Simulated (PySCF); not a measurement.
Computed structure and properties of [NdF4]−

System: [NdF4]− (singlet in the valence; each metal's 4f electrons, 3 of them, lie in its core potential, out of spins and levels); start: template (Td). Method: PySCF 2.14.0, RKS TPSS, Nd lcecp-1-SVP with ECP49, F def2-SVP; non-relativistic Hamiltonian with scalar-relativistic core potentials where named; density fitting; no spin-orbit coupling.

Input of the relaxation:

```python
mol = gto.M(atom='''
Nd    -0.00000     0.00000    -0.00000
F      1.24250     1.24250     1.24250
F     -1.24250    -1.24250     1.24250
F      1.24250    -1.24250    -1.24250
F     -1.24250     1.24250    -1.24250''',
    basis={'Nd': 'lcecp-1-SVP', 'F': 'def2-SVP'},
    ecp={'Nd': 'lcecp-1-SVP'},
    charge=-1, spin=0)
mf = dft.RKS(mol, xc='TPSS')
mf.grids.atom_grid = (50, 194)  # f atoms: unpruned, at least (60, 302)
mf = mf.density_fit()  # fitting sets: Nd AutoAux, F def2-universal-JKFIT
mf.conv_tol = 1e-08; mf.max_cycle = 55
mf.kernel(dm0)  # dm0: converged density of the start geometry
# quasi-Newton relaxation in Cartesian coordinates to a largest gradient under 0.00045 Eh/bohr, steps kept in the point group
```

Run from Python with OMP_NUM_THREADS=2; the lines above give its settings. Where DIIS fails, smearing, a level shift and second-order steps follow.
It took 9.7 s on 2 threads of Arm Neoverse V1 (shared host), from the converged density of the start.

Course of the relaxation:

```csv
step,energy above end (eV),largest force component within the symmetry (eV/Å)
0,0.0025,0.085
1,0.0002,0.027
2,0.0000,0.001
```

Relaxed geometry (Td):

```xyz
5

Nd    0.0000    0.0000    0.0000
F     1.2375    1.2375    1.2375
F    -1.2375   -1.2375    1.2375
F     1.2375   -1.2375   -1.2375
F    -1.2375    1.2375   -1.2375
```

```
   contact      Å
Nd1–F2 (F)  2.143
Nd1–F3 (F)  2.143
Nd1–F4 (F)  2.143
Nd1–F5 (F)  2.143
```

On the finer grid (75, 302):

```json
{"HOMO": "-2.86 eV", "LUMO": "3.28 eV", "Dipole about the centre of mass": "0.00 D", "Set of Mulliken populations of Nd1 outside the core potential": "s 2.15, p 6.34, d 1.50, f 0.10", "D3(BJ) dispersion energy (not in the energies)": "-0.077 eV"}
```

| atom | Mulliken (e) | Löwdin (e) | spin (e) |
| --- | --- | --- | --- |
| Nd1 | 0.91 | 0.45 | 0.00 |
| F2 | -0.48 | -0.36 | 0.00 |
| F3 | -0.48 | -0.36 | 0.00 |
| F4 | -0.48 | -0.36 | 0.00 |
| F5 | -0.48 | -0.36 | 0.00 |

The 4f levels lie in the core potential and are missing. Their spin isn't counted.

No frequency check is given for this geometry.

Taking off one F (charge -1, singlet; the rest: singlet) in vacuum, both parts rigid, costs 6.50 eV; the small basis without counterpoise inflates it.

Rigid scan of F along the line from its metal:

distance to F2 (Å), energy (eV) and a bar:
```
     1.84      1.068 ##########
     1.94      0.405 ####
     2.04      0.087 #
     2.14      0.000 
     2.24      0.063 #
     2.34      0.224 ##
     2.54      0.693 ######
     2.84      1.496 ##############
     3.24      2.451 ######################
     3.74      3.321 ##############################
```

One start shape was tried, so this needn't be the lowest isomer.

An lcecp potential fixes the number of 4f electrons, so in runs with it no electron can move into or out of that shell.
